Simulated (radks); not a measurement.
Task: The mean radii <r> (bohr) of the occupied orbitals of an atom or ion are listed with their occupations. Method: Dirac Kohn-Sham, LDA (Slater exchange, Perdew-Wang correlation), spin-unpolarised, spherical densities, point nucleus; computed with a radial shooting solver on a logarithmic mesh with Libxc functionals.

orbital     occ.      <r>
1s1/2          2  0.02509
2s1/2          2   0.1071
2p1/2          2  0.08994
2p3/2          4  0.09604
3s1/2          2   0.2852
3p1/2          2   0.2749
3p3/2          4   0.2870
3d3/2          4   0.2579
3d5/2          6   0.2616
4s1/2          2   0.6541
4p1/2          2   0.6742
4p3/2          4   0.7015
4d3/2          4   0.7606
4d5/2          6   0.7702
5s1/2          2    1.512
5p1/2    1.66667    1.661
5p3/2    3.33333    1.725

Name the element and its charge. Open shells, if any, are shared by 2j + 1.

Result: Z = 57, lanthanum, charge +4: La4+ in [Kr] 4d10 5s2 5p5. The 1s radius gives Z: for a bare nucleus <r> = (2 gamma + 1)/(2Z) with gamma = sqrt(1 - (Z/c)^2), 0.02473 bohr for Z = 57, and screening makes it slightly larger (0.02509 here). The occupations add up to 53, and the charge is Z minus that.
